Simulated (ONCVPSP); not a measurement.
**boron (B): excitation energies, all-electron against ONCV**

ONCVPSP 4.0.1 input, shortened (lines: element, Z, core and valence counts, functional; n l f; lmax; l rc ep ncon nbas qcut; lloc lpopt rc5 dvloc0; l nproj debl; icmod fcfact rcfact), PBEsol, non-relativistic:

```
  B 5.00    1    2  -116133      upf
    1    0    2.00
    2    0    1.75
    2    1    1.25
    2
    0    1.30    0.00    4    9    5.20
    1    2.80    0.00    4    7    4.30
    2    2.25    0.39    4    8    4.50
    4    5    1.20    0.00
    0    2    2.00
    1    2    4.00
    2    2    3.50
    0    0.00    0.00
```

Energies are relative to the spin-unpolarised reference configuration 2s1.75 2p1.25; without spin polarisation the order of configurations can differ from experiment.

Q: Give the all-electron excitation energy and the error of the potential for: 2s2 2p1; 2s2 2p0; 2s1 2p0; 2s1 2p1.

A:

| valence configuration | charge | ΔE all-electron (eV) | error AE − PS (meV) |
| --- | --- | --- | --- |
| 2s2 2p1 | 0 | -1.451 | -0.8 |
| 2s2 2p0 | +1 | 6.691 | +82 |
| 2s1 2p0 | +2 | 31.945 | +280 |
| 2s1 2p1 | +1 | 12.808 | -14 |

Levels in the configuration 2s1 2p1:

```csv
level,all-electron (eV),pseudo (eV)
2s,-19.475,-19.527
2p,-13.365,-13.313
```
